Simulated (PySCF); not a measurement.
# Electronic structure of Pm³⁺ (promethium, charge +3) at the UHF level

Configuration: [Xe] 4f4, one real determinant. Calculation: PySCF 2.14, in x2c-TZVPPall with one added diffuse shell each of s, p, d, f type (12s8p8d5f2g, 129 functions); the spin-free X2C one-electron Hamiltonian (Gaussian nucleus).

```json
{
 "Total energy": "-10014.835079 hartree",
 "One-electron energy": "-13619.6154 hartree",
 "Hartree (Coulomb) energy": "3832.3646 hartree",
 "Exchange energy": "-227.5843 hartree",
 "⟨S²⟩": "6.0034",
 "⟨L²⟩": "34.030",
 "Sum of ⟨r⟩": "33.19 bohr",
 "Sum of ⟨r²⟩": "36.78 bohr²",
 "Traceless quadrupole moment −½Σ⟨3z² − r²⟩ along its main axis": "0.0400 e·bohr²",
 "Langevin diamagnetic susceptibility": "-29.1 ×10⁻⁶ cm³/mol"
}
```

```tsv
shell	electrons	mean orbital energy (hartree)	spread (hartree)	rms radius, mean of both spins (bohr)
1s α	1	-1669.70184	0	0.0264
1s β	1	-1669.70129	0	0.0264
2s α	1	-276.65228	0	0.107
2s β	1	-276.65069	0	0.107
2p α	3	-247.25493	0.00187	0.0959
2p β	3	-247.25362	0.00198	0.0959
3s α	1	-63.06921	0	0.277
3s β	1	-62.98755	0	0.277
3p α	3	-53.61065	0.00624	0.277
3p β	3	-53.51828	0.01172	0.277
3d α	5	-40.46732	0.01574	0.256
3d β	5	-40.36804	0.01426	0.256
4s α	1	-14.35852	0	0.629
4s β	1	-14.12564	0	0.629
4p α	3	-11.15270	0.00439	0.667
4p β	3	-10.89283	0.02017	0.667
4d α	5	-6.48546	0.06431	0.739
4d β	5	-6.14436	0.03236	0.739
5s α	1	-2.97206	0	1.51
5s β	1	-2.88118	0	1.51
5p α	3	-2.05546	0.00390	1.73
5p β	3	-1.98448	0.00868	1.73
4f α	4	-1.61493	0.06050	1.00
```

⟨L²⟩ = 34.03 against 42 for a pure I term, so this real determinant mixes terms. Spin-orbit coupling, absent here, splits the open shell strongly.

Densities and radii are taken from the X2C orbitals without a picture-change correction, which distorts them close to the nucleus.

Spin-orbit constants ζ (cm⁻¹) from the X2C one-electron operator on these orbitals: bare nucleus, nucleus screened by l(l+1)(2l+1)/3 electrons, and screened by the Breit-Pauli mean field of the electrons.

```
shell     bare  screened nucleus  mean field
   2p  2923000           2827000         n/a
   3p   594000            574500         n/a
   3d    92460             77310         n/a
   4p   127800            123600         n/a
   4d    16510             13800         n/a
   4f     2261              1223         n/a
   5p    18210             17610         n/a
```

To first order the Landé constant is A = 305.8 cm⁻¹, so the lowest level has J = 4 and lies 0.531 eV below the centre of the term. This holds in LS coupling only.
